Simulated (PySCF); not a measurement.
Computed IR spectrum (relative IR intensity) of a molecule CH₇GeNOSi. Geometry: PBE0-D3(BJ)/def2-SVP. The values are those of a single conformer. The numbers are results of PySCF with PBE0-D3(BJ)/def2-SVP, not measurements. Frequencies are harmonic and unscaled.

ν (cm⁻¹): 74 (vw), 135 (m), 151 (w), 197 (vw), 394 (w), 418 (m), 450 (w), 589 (w), 643 (m), 666 (m), 694 (vs), 737 (m), 761 (vw), 812 (w), 833 (s), 899 (m), 994 (s), 1089 (w), 1169 (w), 1339 (m), 2111 (s), 2181 (s), 2191 (s), 3027 (m), 3083 (w), 3630 (w), 3913 (m) (against the strongest line: vs over 80 %, s over 45 %, m over 15 %, w over 4 %, vw less)

Question: Pick the molecule that these values belong to.
(A) [OH][Ge@@H]1[CH2]N[SiH2]1
(B) O[Si@@H]1C[NH][GeH2]1
(C) C1[O][GeH2][NH][SiH2]1
(D) O[SiH2]/C=[N]/[GeH3]

Answer: A, [OH][Ge@@H]1[CH2]N[SiH2]1
